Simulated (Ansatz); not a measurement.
Cartesian coordinates in Å:
```
C -0.071 -0.946 1.749
Se -0.844 0.720 1.052
Ti 0.088 0.447 -1.131
O -0.351 1.914 -1.990
F 1.816 0.219 -0.931
Cl -0.773 -1.369 -2.035
H 0.993 -0.995 1.521
H -0.595 -1.798 1.320
H -0.210 -0.926 2.828
H -0.054 2.734 -2.384
```

Charge 0, multiplicity 1.

(1) List the PBE/def2-TZVPP orbital energies in eV (Ansatz 0.2.0). (Estimate.)

Results:

(1) The calculation gave: Occupied: -12302.24, -4837.13, -2738.65, -1562.22, -1403.00, -1402.95, -1402.93, -659.95, -531.58, -511.28, -444.15, -444.09, -444.07, -269.90, -249.24, -205.19, -189.86, -189.81, -189.80, -150.54, -150.37, -150.33, -61.97, -53.61, -53.57, -53.54, -53.41, -53.41, -39.42, -39.08, -38.86, -28.46, -25.01, -19.70, -18.81, -15.50, -13.17, -10.85, -10.79, -10.68, -10.28, -10.17, -9.28, -9.14, -8.81, -8.64, -7.99, -7.77, -6.92, -5.96. Lowest empty: -3.42, -3.28, -2.65, -2.42, -2.06, -0.72, -0.45, 0.64.
